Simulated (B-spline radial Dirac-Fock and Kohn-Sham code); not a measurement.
**Hf: input and output of one calculation**

ΔSCF core binding energies without Breit or QED terms, calculated with an atomic code on a B-spline grid. Keys: rel is the Hamiltonian (dirac, or spin-free x2c and nr, where L3 and M5 stand for the whole 2p and 3d shells), method is hf or an exchange,correlation pair (spin-unpolarised, also for the hole states), nuc the nuclear model, radius_factor scales its radius, rmax is the box in bohr, h the logarithmic mesh step, order the B-spline order, points the quadrature points per cell, c_factor scales the speed of light, and damp, ndamp, maxit and tol steer the iteration. The run stops when the commutator error falls below 10·tol·max(1, Z/10), or the numerical noise floor, and the energy has settled to about 1e-8 Ha; the virial ratio is −V/T.

Input (task.json):

```json
{"items": [{"Z": 72, "q": 0, "cfg": [[1, 0, 2], [2, 0, 2], [2, 1, 6], [3, 0, 2], [3, 1, 6], [3, 2, 10], [4, 0, 2], [4, 1, 6], [4, 2, 10], [4, 3, 14], [5, 0, 2], [5, 1, 6], [5, 2, 2], [6, 0, 2]], "A": 180, "rrms": 5.347, "do": "settings", "holes": ["K", "L3", "M5"],
  "settings": [{"rel": "dirac", "method": "hf", "nuc": "fermi", "radius_factor": 1.0, "rmax": 45.0, "h": 0.3, "order": 8, "points": 10, "c_factor": 1.0, "maxit": 77, "damp": 0.5, "ndamp": 3, "tol": 1e-08, "cfg": "1s2 2s2 2p6 3s2 3p6 3d10 4s2 4p6 4d10 4f14 5s2 5p6 5d2 6s2 6p2"}]}]}
```

Command: `python xray2_run.py task.json out`

Ground-state iterations:

```
iter   energy (Ha)        error
   1   -15087.22393842  2.17e+00
   2   -14921.37208919  1.66e+00
   3   -15052.18894455  3.45e+00
   4   -15086.90485948  2.31e-01
   5   -15086.16913434  1.38e-01
   6   -15087.93510920  1.14e-01
   7   -15088.47221025  3.38e-02
   8   -15087.89926494  6.26e-02
   9   -15088.56629127  2.07e-02
  10   -15088.69241371  9.35e-03
  11   -15088.69377478  6.96e-03
  12   -15088.69420080  3.47e-03
  13   -15088.69566867  1.67e-03
  14   -15088.69583920  8.14e-04
  15   -15088.69587876  2.74e-04
  19   -15088.69588347  4.02e-08
```

The ground state converged in 19 iterations, with total energy -15088.69588 Ha, virial ratio 1.89451 and highest orbital energy 0.94 eV. Holes are computed only in closed shells, and unreliable hole states are left out.

**Question.** One setting is unsound. Which, and why?

**Answer.** cfg describes an anion whose outer electrons are not bound. With the default settings (Dirac Hartree-Fock): The ground state converged in 12 iterations, with total energy -15088.73592 Ha, virial ratio 1.89451 and highest orbital energy -6.41 eV. ΔSCF binding energies: K (1s) 65665.2 eV, L3 (2p3/2) 9591.6 eV, M5 (3d5/2) 1670.1 eV.
